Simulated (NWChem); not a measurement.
The numbers come from NWChem runs, not from measurements. System: BrFSn, charge 1, spin multiplicity 2, at the geometry of a parent with another charge or spin, in a state set for the comparison that need not be this species' ground state. Its SCF solution wasn't tested for a lower state. Level: UHF/def2-TZVPD with def2 effective core potentials on Sn.

Part of the output:

```
             Northwest Computational Chemistry Package (NWChem) 7.3.0
             --------------------------------------------------------

                                NWChem Input Module
                                -------------------

 Scaling coordinates for geometry "geometry" by  1.889725989
 (inverse scale =  0.529177249)

 Turning off AUTOSYM since
 SYMMETRY directive was detected!

                             Geometry "geometry" -> ""
                             -------------------------

 Output coordinates in angstroms (scale by  1.889725989 to convert to a.u.)

  No.       Tag          Charge          X              Y              Z
 ---- ---------------- ---------- -------------- -------------- --------------
    1 Sn                  50.0000    -0.73029300    -0.59594300     0.00000000
    2 F                    9.0000     0.57613800    -2.08007200     0.00000000
    3 Br                  35.0000     0.89512600     1.38622300     0.00000000

 Effective nuclear repulsion energy (a.u.)     529.5871817660

            Nuclear Dipole moment (a.u.)
            ----------------------------
        X                 Y               Z
 ---------------- ---------------- ----------------
     0.0000037795     0.0000132281     0.0000000000

      Symmetry information
      --------------------

 Group name             Cs
 Group number              2
 Group order               2
 No. of unique centers     3

      Symmetry unique atoms

     1    2    3


 Summary of "ao basis" -> "" (spherical)
 ------------------------------------------------------------------------------
       Tag                 Description            Shells   Functions and Types
 ---------------- ------------------------------  ------  ---------------------
 *                         def2-tzvpd                 on all atoms

 Summary of "ao basis" -> "ao basis" (spherical)
 ------------------------------------------------------------------------------
       Tag                 Description            Shells   Functions and Types
 ---------------- ------------------------------  ------  ---------------------
 Sn                        def2-tzvpd               18       56   7s5p4d2f
 F                         def2-tzvpd               14       40   6s4p3d1f
 Br                        def2-tzvpd               19       57   7s6p5d1f

                                 NWChem SCF Module
                                 -----------------
[...]
  ----- ------------  ---------------      ----- ------------  ---------------
    19      0.563549  1 Sn pz                22      0.405282  1 Sn pz
    13     -0.329796  1 Sn pz                16      0.268460  1 Sn pz

 Vector   35  Occ=0.000000D+00  E=-1.213965D-01  Symmetry=a'
              MO Center= -1.0D+00, -3.5D-01,  4.1D-15, r^2= 6.1D+00
   Bfn.  Coefficient  Atom+Function         Bfn.  Coefficient  Atom+Function
  ----- ------------  ---------------      ----- ------------  ---------------
    21      0.631902  1 Sn py                 6     -0.470997  1 Sn s
    18      0.432763  1 Sn py                62      0.387542  2 F  s
    20     -0.272520  1 Sn px                17     -0.268002  1 Sn px
    38     -0.186178  1 Sn d -2             116      0.186058  3 Br px
    12     -0.184046  1 Sn py                72     -0.159129  2 F  px

 center of mass
 --------------
 x =  -0.03156699 y =   0.00872709 z =   0.00000000

 moments of inertia (a.u.)
 ------------------
         991.459658111445        -456.114929967912           0.000000000000
        -456.114929967912         475.520025427901           0.000000000000
           0.000000000000           0.000000000000        1466.979683539347

  Mulliken analysis of the total density
  --------------------------------------

    Atom       Charge   Shell Charges
 -----------   ------   -------------------------------------------------------
    1 Sn  22    20.56   0.29 -0.77  1.53  0.95  1.12  0.58  0.00 -0.39  6.35  0.36  0.39 -0.01  8.99  1.03  0.10 -0.02  0.05  0.00
    2 F    9     9.59   0.77  1.20  0.60  1.00  0.40 -0.01  2.21  2.26  1.12  0.03  0.00  0.01  0.00  0.00
    3 Br  35    34.85   2.00  2.00  1.16  0.77  1.04  1.02 -0.02  6.00  5.94  1.20  2.75  0.95 -0.01  8.99  1.02 -0.02  0.04 -0.00  0.00

  Mulliken analysis of the alpha density
  --------------------------------------

    Atom       Charge   Shell Charges
 -----------   ------   -------------------------------------------------------
    1 Sn  22    10.41   0.14 -0.39  0.77  0.47  0.61  0.31  0.00 -0.20  3.18  0.21  0.23 -0.01  4.49  0.52  0.05 -0.01  0.03  0.00
    2 F    9     4.82   0.39  0.60  0.30  0.50  0.20 -0.00  1.12  1.14  0.55  0.02  0.00  0.00  0.00  0.00
    3 Br  35    17.77   1.00  1.00  0.58  0.39  0.52  0.52 -0.01  3.00  2.97  0.69  1.60  0.51 -0.00  4.49  0.51 -0.01  0.02 -0.00  0.00

   Mulliken analysis of the beta density
   -------------------------------------

    Atom       Charge   Shell Charges
 -----------   ------   -------------------------------------------------------
    1 Sn  22    10.15   0.14 -0.38  0.76  0.48  0.51  0.27 -0.00 -0.20  3.17  0.16  0.16 -0.00  4.50  0.51  0.05 -0.01  0.02  0.00
    2 F    9     4.78   0.39  0.60  0.30  0.50  0.20 -0.00  1.09  1.12  0.56  0.02  0.00  0.00  0.00  0.00
    3 Br  35    17.07   1.00  1.00  0.58  0.39  0.52  0.50 -0.01  3.00  2.97  0.51  1.15  0.44 -0.00  4.50  0.51 -0.01  0.02 -0.00  0.00

   Mulliken analysis of the spin density
   -------------------------------------

    Atom       Charge   Shell Charges
 -----------   ------   -------------------------------------------------------
    1 Sn  22     0.26   0.00 -0.01  0.01 -0.01  0.10  0.04  0.00 -0.00  0.00  0.05  0.07 -0.01 -0.01  0.01  0.00  0.00  0.00  0.00
    2 F    9     0.04   0.00 -0.00  0.00  0.00 -0.00 -0.00  0.03  0.02 -0.01 -0.00  0.00 -0.00 -0.00  0.00
    3 Br  35     0.70  -0.00 -0.00  0.00 -0.00 -0.00  0.01 -0.01  0.00  0.01  0.18  0.45  0.07 -0.00 -0.01  0.00  0.00 -0.00  0.00  0.00

       Multipole analysis of the density wrt the origin
       ------------------------------------------------

     L   x y z        total         alpha         beta         nuclear
     -   - - -        -----         -----         ----         -------
     0   0 0 0      1.000000    -33.000000    -32.000000     66.000000

     1   1 0 0     -1.513847    -20.137919    -20.017435     38.641506
     1   0 1 0      0.463550    -15.930134    -15.139060     31.532745
     1   0 0 1     -0.000000     -0.000000      0.000000      0.000000

     2   2 0 0    -26.633969    -93.829091    -85.519292    152.714414
     2   1 1 0      6.890487    -74.870239    -69.004459    150.765186
     2   1 0 1      0.000000      0.000000     -0.000000      0.000000
     2   0 2 0    -32.091911   -223.489933   -215.739199    407.137222
     2   0 1 1      0.000000      0.000000      0.000000      0.000000
     2   0 0 2    -29.628419    -15.280648    -14.347772      0.000000

 Task  times  cpu:       53.7s     wall:       53.7s

 Total times  cpu:       53.7s     wall:       53.7s
```

Task: Write an NWChem input that would produce this output.

Result: Several could match; the one computed here: 
```
start mol
memory heap 200 mb stack 900 mb global 1100 mb
charge 1
geometry units angstroms nocenter noautoz
  Sn    -0.730293    -0.595943     0.000000
  F      0.576138    -2.080072     0.000000
  Br     0.895126     1.386223     0.000000
  symmetry group Cs
end
basis spherical
  * library def2-tzvpd
end
ecp
  Sn library def2-ecp
end
scf
  uhf
  nopen 1
  maxiter 100
  thresh 1e-7
  semidirect memsize 60000000 filesize 0
  # guess.movecs holds the orbitals of an unrestricted PBE0 run
  vectors input guess.movecs output mol.movecs
end
task scf energy
```
